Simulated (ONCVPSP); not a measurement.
# Ti (Z = 22), ONCV: configuration errors across variants

Ti, optimised norm-conserving Vanderbilt (ONCV), made with ONCVPSP 4.0.1 (PBE, scalar-relativistic). Core [Ne], reference 3s2 3p6 3d2 4s2. Waves: 3s+4s: rc 1.55 bohr, ncon 4, nbas 8, qcut 8.4 1/bohr, 2 projectors; 3p: rc 1.55 bohr, ncon 3, nbas 6, qcut 8.8 1/bohr, 1 projector; 3d: rc 2.40 bohr, ncon 3, nbas 7, qcut 5.4 1/bohr, 2 projectors, debl 3.1 Ha. Local part: polynomial inside 1.10 bohr (lpopt 5, dvloc0 6 Ha). Core correction: Teter function, fcfact 4.5, rcfact 1.6.

All-electron excitation energies from the reference (eV): (1) 3s2 3p6 3d2 4s1 7.347; (2) 3s2 3p6 3d2 4s0 20.919; (3) 3s2 3p6 3d1 4s0 47.867; (4) 3s2 3p6 3d2 4s0 4p2 6.288.

1 further variants failed, have other tests or too few solved ones, and are left out.

Errors AE − PS in meV (a dash: test not solved or not reliable):

| change | (1) | (2) | (3) | (4) | bound ghosts | GHOST(+) flags above zero |
| --- | --- | --- | --- | --- | --- | --- |
| base | -1.3 | -21 | +321 | +9.9 | none | none |
| local potential polynomial inside 1.10 bohr (lpopt 5, dvloc0 2 Ha) | -1.3 | -21 | +324 | +4.3 | none | none |
| local potential polynomial inside 1.50 bohr (lpopt 5, dvloc0 -1 Ha) | -1.3 | -21 | +324 | +36 | none | none |
| core correction Teter function, fcfact 3.1, rcfact 1.6 | -1.3 | -21 | +321 | +9.9 | none | none |
| s: rc 1.58 | -1.4 | -21 | +321 | +9.8 | none | none |
| s: qcut 10.1; p: qcut 10.6; d: qcut 6.5 | -0.2 | -8.2 | +229 | +12 | none | none |
| all radii but the core radius scaled by about 1.27 (s 1.96, p 1.96, d 3.04 bohr); local potential polynomial inside 1.40 bohr (lpopt 5, dvloc0 6 Ha) | -4.8 | -66 | +525 | -94 | none | none |
| s: qcut 11 | -1.1 | -20 | +321 | +10 | none | none |
| core correction Teter function, fcfact 5.75, rcfact 1.45 | -1.3 | -21 | +321 | +9.9 | none | none |
| p: qcut 9.2 | -1.3 | -21 | +321 | +9.7 | none | none |

Task: Give the same row for: p: rc 1.34.

Result: -1.3, -21, +321, +7.3; bound ghosts: none; GHOST(+) flags above zero: none.
